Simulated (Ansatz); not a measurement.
Reaction (formal exchange of groups at a Ge–O bond): `CC(=S)[O][GeH3]` + `CC=[Se]` → `C[C]([GeH3])=[Se]` + `CC(O)=S`

Isolated molecules relaxed with PBE0-D4/def2-TZVP in Ansatz; ΔE leaves out vibrations. CCSD(T)/CBS adds triple-zeta CCSD(T) − MP2 to the extrapolated MP2 energy (def2 sets, frozen cores). DFT in def2-TZVPP. B3LYP here is the variant with VWN-RPA as its local correlation; programs differ in this. HSE06 is defined as in plane-wave codes. For Ge, Se outer-core shells are correlated without core-valence functions, which leaves a few kJ/mol of doubt a bond. Scalar relativity is left out up to krypton. One conformer a species, not always the lowest.

```csv
level,ΔE (kJ/mol),difference from CCSD(T)/CBS
PBE-D4,3.0,-4.3
B97M-V,14.4,7.1
B3LYP-D4,13.6,6.3
r2SCANh-D4,8.1,0.8
r2SCAN0-D4,8.0,0.7
HSE06-D4,3.9,-3.4
PBE-QIDH,5.6,-1.7
revPBE,3.8,-3.5
r2SCAN0,7.9,0.6
BHLYP,17.6,10.3
LC-ωPBE,7.6,0.3
CCSD/def2-SVP,10.5,3.2
MP2/def2-TZVPP,5.8,-1.5
SCS-MP2/def2-QZVPP,11.6,4.3
MP2/CBS(def2),3.9,-3.4
CCSD/CBS(def2),9.1,1.8
CCSD(T)/CBS,7.3,0
```

Largest T1 diagnostic among the species: 0.017.

From BLYP to BHLYP (50 % exact exchange), in def2-TZVPP and without D4, ΔE moves by +3.7 kJ/mol. In def2-TZVPP, CCSD(T) changes the Hartree–Fock value by −15.6 kJ/mol (the triples alone add −1.8 kJ/mol) and MP2 by −19.0 kJ/mol.
